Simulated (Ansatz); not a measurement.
System: sum formula H8Si3NO, net charge -1, singlet state. It need not be the lowest isomer of its formula. Whether it binds its extra electron was not tested at this geometry. SMILES: O([SiH2][N-][SiH3])[SiH3]
Coordinates optimised at B3LYP-D3(BJ)/def2-TZVP (Ansatz, a quantum-chemistry and plane-wave program):
```xyz
13

Si    -0.0570    -0.2191    -1.3212
N     -0.9735    -0.4760    -0.0003
Si    -2.2534    -0.1268     0.9698
O      1.5244     0.2204    -0.8888
Si     2.0482     0.3952     0.6418
H      0.1669    -1.4135    -2.2031
H     -0.4702     0.8811    -2.2616
H     -3.0958     1.0713     0.5930
H     -3.2808    -1.2257     1.0949
H     -1.8882     0.1517     2.4055
H      1.3385     1.4424     1.4196
H      3.4767     0.8302     0.5608
H      2.0428    -0.8593     1.4376
```
Charge -1, spin multiplicity 1.

Parts of the frozen-core correlation energy in 6-31G (Ansatz, hartree). Frozen orbitals: 17; correlated occupied orbitals by spin: 16 and 16; virtual: 40 and 40. No spin-orbit coupling. No relativistic terms.

```csv
term,value
reference (HF),-1000.59788
MP2 opposite-spin,-0.31339
MP2 same-spin,?
CCSD correlation,?
(T),?
T1 diagnostic,0.015
largest doubles amplitude,0.022
```

Question: Some entries are withheld; supply them.

Answer: 
- MP2 same-spin, value: -0.08690
- CCSD correlation, value: -0.44295
- (T), value: -0.01019
